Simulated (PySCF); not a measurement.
Compound: C₃H₃F₂O₂ (charge +1).
Bonds: O1–C2 (triple), C2–C3, C3–O4, O4–C5, C5–F6, C5–F7. Hydrogens: H8, H9 on C3; H10 on C5.

Method: core-valence-separated Tamm–Dancoff BHandHLYP/aug-pcX-1 (pcseg-1 on H) in PySCF, non-relativistic, gas phase, PBE0-D3(BJ)/def2-SVP geometry. No empirical shift is added; at this level the pattern usually sits a few eV under experiment.

(1) List the carbon K-edge absorption lines.

(2) Give energies, oscillator strengths and core holes at the O K edge.

(3) What does the F 1s absorption edge look like?

## Answers

(1) 
| E (eV) | f | core hole on | main final orbital | polarisation |
| --- | --- | --- | --- | --- |
| 284.73 | 0.0875 | C2 | LUMO (94 %) | across the triple bond |
| 285.02 | 0.0905 | C2 | LUMO+1 (95 %) | across the triple bond |
| 286.22 | 0.0063 | C3 | LUMO (95 %) | – |
| 286.78 | 0.0019 | C3 | LUMO+1 (98 %) | – |
| 288.03 | 0.0661 | C3 | LUMO+2 (43 %) | – |
| 289.63 | 0.0062 | C5 | LUMO (95 %) | – |
| 290.04 | 0.0361 | C3 | LUMO+2 (34 %) | – |
| 290.27 | 0.0017 | C5 | LUMO+1 (98 %) | – |
| 290.44 | 0.0529 | C3 | LUMO+3 (42 %) | – |
| 291.04 | 0.0406 | C3 | spread | – |
| 291.09 | 0.0014 | C2 | LUMO+2 (72 %) | along the triple bond |
| 291.24 | 0.0817 | C5 | spread | – |
| 291.85 | 0.0858 | C5 | spread | – |
| 292.43 | 0.0587 | C5 | LUMO+5 (38 %) | – |
| 292.64 | 0.0023 | C3 | LUMO+7 (44 %) | – |

The first line with a tenth or more of the strongest one's intensity is at 284.73 eV (f = 0.087), with the hole on C2 (triply bonded carbon), polarised across the triple bond: a 1s→π* resonance. The strongest listed is at 285.02 eV (f = 0.090; C2).

(2) 
```csv
E (eV),f,core hole on,main final orbital,polarisation
531.42,0.0509,O1,LUMO (94 %),across the triple bond
531.62,0.0241,O4,LUMO (89 %),–
531.87,0.0495,O1,LUMO+1 (95 %),across the triple bond
533.31,0.0002,O4,LUMO+1 (99 %),–
535.49,0.0071,O4,LUMO+2 (80 %),–
536.59,0.0145,O4,spread,–
537.14,0.0230,O4,LUMO+3 (33 %),–
537.20,0.0047,O4,LUMO+4 (60 %),–
537.61,0.0134,O4,LUMO+3 (38 %),–
537.83,0.0106,O1,LUMO+2 (80 %),along the triple bond
537.98,0.0110,O4,LUMO+5 (39 %),–
```

The first line with a tenth or more of the strongest one's intensity is at 531.42 eV (f = 0.051), with the hole on O1 (oxygen bonded to C), polarised across the triple bond: a 1s→π* resonance. It is also the strongest listed.

(3) 
```csv
E (eV),f,core hole on,main final orbital
684.46,0.0041,F6,LUMO (83 %)
685.04,0.0012,F6,LUMO+1 (83 %)
685.09,0.0006,F7,LUMO (99 %)
685.56,0.0002,F7,LUMO+1 (99 %)
687.11,0.0233,F6,LUMO+2 (31 %)
687.45,0.0239,F7,spread
687.92,0.0139,F7,LUMO+2 (66 %)
688.02,0.0186,F6,LUMO+2 (58 %)
688.94,0.0118,F7,spread
689.14,0.0095,F6,LUMO+3 (43 %)
689.24,0.0027,F7,LUMO+5 (46 %)
```

The first line with a tenth or more of the strongest one's intensity is at 684.46 eV (f = 0.004), with the hole on F6 (fluorine of a CF2 group). The strongest listed is at 687.45 eV (f = 0.024; F7).

Roots within 0.03 eV whose holes lie on the same, on equivalent or on shared atoms are summed into one line, and the highest roots are left out, as the search may have cut off their partners. Final orbitals are the ground state's empty Kohn–Sham orbitals. A dash: too weak, shared between unlike atoms, or no plane or axis to refer to.

Task: What length of transition dipole belongs to the line at 284.73 eV?

Result: From f = (2/3) ΔE |μ|² in atomic units, with ΔE = 10.464 Eh and f = 0.0875: |μ| = 0.112 au = 0.28 D.

Only the lowest roots of each edge were sought.

Rough CPU time on one thread of a shared machine: about 40 s.

Conformer computed: `[O+:1]#[C:2][CH2:3][O:4][CH:5]([F:6])[F:7]`: C2–C3–O4–C5 76°, C3–O4–C5–F6 -57°.

One conformer stands for the species.
